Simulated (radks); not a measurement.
Numerical settings for the xenon ion Xe+, [Kr] 4d10 5s2 5p5. Calculated with a radial shooting solver on a logarithmic mesh with Libxc functionals: scalar-relativistic Kohn-Sham, r2SCAN, spin-polarised, spherical densities, finite nucleus; open shells are filled with parallel spins first (spin-orbit coupling, left out, can overturn this in heavy ions); meta-GGA in the generalised Kohn-Sham scheme; Fermi nuclear charge, rms radius 4.7859 fm. The defaults (mesh step 0.008 in ln r, mesh end at 40 bohr or more with all orbitals vanishing there, Anderson mixing 0.5 over 9 steps, residual threshold near 1e-9 with the energy settled to 1e-9 hartree or 1e-11 of itself, here a cap of 93 iterations) give E = -7447.563 hartree and 5p at -16.867 eV in 10 iterations. Run on one thread of a shared host, so times are rough (Arm Neoverse V1): 0.19 s of CPU time, 0.19 s wall, 10 iterations on 2314 mesh points. Changes against that run (0 stands for a change within the tolerance of the run):

setting                    iterations  converged  E (mhartree)  e(5p) (meV)  CPU (s)
mesh step in ln r 0.003            14        yes             0     -0.00868      0.6
mesh step in ln r 0.12              2         no      diverged            -     0.01
mesh step in ln r 0.05             10        yes         -6.34      +0.0521     0.04
mesh end (bohr) 3                  10        yes     +1.79e+03    +1.58e+04     0.17
mesh end (bohr) 8                  10        yes       +0.0946        +4.95     0.18
residual threshold 1e-05           10        yes             0            0     0.18
residual threshold 0.001           10        yes             0            0     0.19
mixing 0.2                         12        yes             0      -0.0342     0.22
linear mixing, mixing 0.2          62        yes             0     -0.00477     0.89
linear mixing, mixing 1            42         no      diverged            -      0.8
mixing history 3                   12        yes             0      -0.0073     0.22
iteration cap 2                     2         no          +518    -8.18e+03     0.05

Settings that end as converged yet miss the energy by more than 1 mhartree: mesh step in ln r 0.05 (-0.00634 hartree); mesh end (bohr) 3 (+1.79 hartree). A mesh that ends early acts as a hard wall.
